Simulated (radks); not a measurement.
Coherent X-ray form factor from a spherical all-electron density. All-electron calculation, Dirac Kohn-Sham, PBEsol, spin-unpolarised, spherical densities, point nucleus. Program: a radial shooting solver on a logarithmic mesh with Libxc functionals.

| sin(theta)/lambda (1/angstrom) | f0 (electrons) |
|---|---|
| 0.05 | 3.861 |
| 0.1 | 3.497 |
| 0.15 | 3.033 |
| 0.2 | 2.589 |
| 0.25 | 2.229 |
| 0.3 | 1.969 |
| 0.4 | 1.672 |
| 0.5 | 1.518 |
| 0.6 | 1.397 |
| 0.8 | 1.147 |
| 1 | 0.901 |
| 1.25 | 0.646 |
| 1.5 | 0.458 |
| 2 | 0.235 |

The species is in the configuration that NIST lists as its ground one. Which atom or ion scatters so?

Answer. The boron ion B+, [He] 2s2. Extrapolating in s^2 from the first two rows gives f0(0) = 4.0, near the electron count 4; among species with that count, the fall with angle is slower the higher Z, and the table is that of Z = 5; from so few rows the species is fixed only to a neighbour or two.
